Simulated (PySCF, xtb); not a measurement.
C2H9NSn, SMILES C[CH2][SnH2][NH2]. One conformer was computed; it need not be the lowest.

Harmonic wavenumbers (cm⁻¹) from GFN2-xTB run with xtb at its own minimum, in rising order: 30, 121, 162, 206, 247, 347, 455, 465, 508, 558, 654, 689, 717, 772, 965, 1005, 1075, 1227, 1234, 1414, 1454, 1492, 1498, 1503, 1508, 1703, 2987, 2997, 3004, 3019, 3030, 3424, 3451.

### Question
What does r2SCAN-D4/def2-SVP (PySCF) give at its own minimum? (An estimate is asked for; the answer gives what the named calculation found.)

### Answer
49, 126, 141, 211, 265, 376, 478, 516, 545, 602, 643, 696, 708, 850, 952, 967, 1043, 1201, 1245, 1383, 1436, 1474, 1479, 1546, 1844, 1905, 3017, 3053, 3100, 3110, 3127, 3499, 3595. Paired by order, the mean absolute difference is 52 cm⁻¹ and the zero-point energies are 62.8 and 64.6 kcal/mol.
